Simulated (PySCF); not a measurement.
dimethyl diselenide (C2H6Se2), SMILES C[Se][Se]C. Geometry: r2SCAN-D4/def2-SVP. The values are those of a single conformer.

Computed equilibrium geometry at r2SCAN-D4/def2-SVP (PySCF confirms it by a frequency run) as Cartesian coordinates in Å, and its point group (one conformer of several):
point group C2.
```xyz
10

C      1.8684    -0.7620     1.0915
Se     1.1002     0.3741    -0.3111
Se    -1.1002    -0.3741    -0.3111
C     -1.8684     0.7620     1.0915
H      2.9395    -0.5119     1.1363
H      1.7459    -1.8205     0.8283
H      1.4021    -0.5478     2.0622
H     -2.9395     0.5119     1.1363
H     -1.7459     1.8205     0.8283
H     -1.4021     0.5478     2.0622
```
Charge 0, spin multiplicity 1.
